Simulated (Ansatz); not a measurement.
`[AlH2][Br]` + Cl• → `[AlH][Br]`• + HCl  (hydrogen abstraction from the Al–H bond)

Program: Ansatz. Geometries: PBE0-D4/def2-TZVP. ΔE: electronic, gas phase. CCSD(T)/CBS adds triple-zeta CCSD(T) − MP2 to the extrapolated MP2 energy (def2 sets, frozen cores). This one scheme is used for every species, atoms too. DFT in def2-TZVPP. B3LYP here is the variant with VWN-RPA as its local correlation; programs differ in this. HSE06 is defined as in plane-wave codes. No spin–orbit coupling; open shells (•) take unrestricted orbitals. Spin–orbit coupling would lower the free atoms: a little for Cl. Bonds to Br are less sure, by a few kJ/mol each and by 10 to 20 or more in all where they break to atoms, as the def2 sets lack core-valence functions. Scalar relativity is left out up to krypton.

```tsv
level	ΔE (kcal/mol)	difference from CCSD(T)/CBS
LDA (SPW92)	-31.5	-12.0
BLYP-D4	-21.2	-1.7
r2SCAN-D4	-23.5	-4.0
B97M-V	-19.2	0.3
PBE0-D4	-23.1	-3.6
B3LYP-D4	-19.7	-0.2
r2SCANh-D4	-22.7	-3.2
r2SCAN0-D4	-21.6	-2.1
HSE06-D4	-23.2	-3.7
BHLYP-D4	-16.1	3.4
CAM-B3LYP-D4	-18.5	1.0
ωB97X-V	-18.3	1.2
B2PLYP	-19.2	0.3
PBE-QIDH	-21.1	-1.6
PBE	-25.7	-6.2
revPBE	-24.3	-4.8
BLYP	-21.1	-1.6
r2SCAN	-23.5	-4.0
PBE0	-23.1	-3.6
B3LYP	-19.6	-0.1
r2SCANh	-22.7	-3.2
r2SCAN0	-21.6	-2.1
BHLYP	-15.9	3.6
CAM-B3LYP	-18.5	1.0
LC-ωPBE	-19.9	-0.4
RPA@PBE/def2-TZVPP	-14.2	5.3
HF/def2-SVP	-6.8	12.7
MP2/def2-SVP	-16.4	3.1
CCSD/def2-SVP	-13.4	6.1
CCSD(T)/def2-SVP	-14.2	5.3
HF/def2-TZVPP	-9.4	10.1
MP2/def2-TZVPP	-21.6	-2.1
CCSD/def2-TZVPP	-16.8	2.7
CCSD(T)/def2-TZVPP	-18.2	1.3
HF/def2-QZVPP	-9.5	10.0
MP2/def2-QZVPP	-22.4	-2.9
SCS-MP2/def2-QZVPP	-18.8	0.7
HF/CBS(def2)	-9.5	10.0
MP2/CBS(def2)	-22.9	-3.4
CCSD/CBS(def2)	-18.1	1.4
CCSD(T)/CBS	-19.5	0
```

Largest T1 diagnostic among the species: 0.011.

Leaving LDA and LC-ωPBE aside and taking each functional with its dispersion term where it has one, the values, not all of them listed here, spread over 9.7 kcal/mol, from PBE-D4 to BHLYP-D4. LDA lies −5.7 kcal/mol from PBE without D4. At CCSD(T), def2-SVP lies +5.3 kcal/mol from the extrapolated value and def2-TZVPP +1.3 kcal/mol.

CCSD(T)/CBS has its own doubt, a few kJ/mol and more with outer-core shells, so smaller differences from it don't rank the levels.
